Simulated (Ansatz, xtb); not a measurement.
C3H4FN3: which of two isomers lies lower

Structure I is `Cc1n[nH]c(F)n1`, a singlet and structure II is `Cc1nnc(F)[nH]1`, a singlet. Both are isolated molecules in the gas phase, relaxed with B3LYP-D3(BJ)/def2-SVP.

Energies in hartree; the thermal terms are from GFN2-xTB frequencies at re-optimised GFN2-xTB minima (ideal gas, soft modes damped towards free rotors, one conformer each, 298.15 K, 1 atm) and include the zero-point energy:

```
                              I           II
E, CCSD(T)/def2-SVP  −379.536461  −379.523435
    E, MP2/def2-SVP  −379.468545  −379.455085
  E, MP2/def2-TZVPP  −380.172807  −380.160864
  zero-point energy     0.077004     0.076806
       H(298 K) − E     0.084108     0.083894
       G(298 K) − E     0.046750     0.046667
```

Task: Correct the CCSD(T) difference for the basis set by the MP2 change, then work out ΔE, ΔE₀, ΔH and ΔG for I → II in kJ/mol (1 Eh = 2625.50 kJ/mol) and the equilibrium ratio [II]/[I].

Result: 1. Differences II − I: CCSD(T) +0.013026, MP2 in the small set +0.013460, MP2 in the large set +0.011943 Eh.
2. ΔE = +0.013026 + (+0.011943 − (+0.013460)) = +0.011509 Eh = +30.22 kJ/mol.
3. ΔE₀ = ΔE + ΔZPE = +0.011509 + (−0.000198) Eh = +29.70 kJ/mol.
4. ΔH = ΔE + (−0.000214) Eh = +29.66 kJ/mol.
5. ΔG = ΔE + (−0.000083) Eh = +30.00 kJ/mol, so ΔS = (ΔH − ΔG)/T = −1.2 J/(mol K).
6. kT = 0.9442 mEh, so K = [II]/[I] = exp(−ΔG/kT) = exp(−12.10) ≈ 5.6 × 10^−6.

Structure I is favoured at this temperature. An error of 4 kJ/mol in ΔG would change K by a factor of 5. Mirror images and further conformers aren't counted.

As drawn, both hold the same kinds of bond in the same numbers.

Other levels gave ΔE = +12.5 (GFN2-xTB); +15.2 (HF/STO-3G, GFN2-xTB geometries); +33.1 (r2SCAN-D4/def2-SVP, GFN2-xTB geometries); +33.7 (B3LYP-D3(BJ)/def2-SVP); +37.8 (HF/def2-SVP); +35.3 (MP2/def2-SVP); +34.2 (CCSD(T)/def2-SVP) kJ/mol. The correlated steps freeze 7 core orbitals. Programs: Ansatz 0.2.0, xtb 6.7.1.
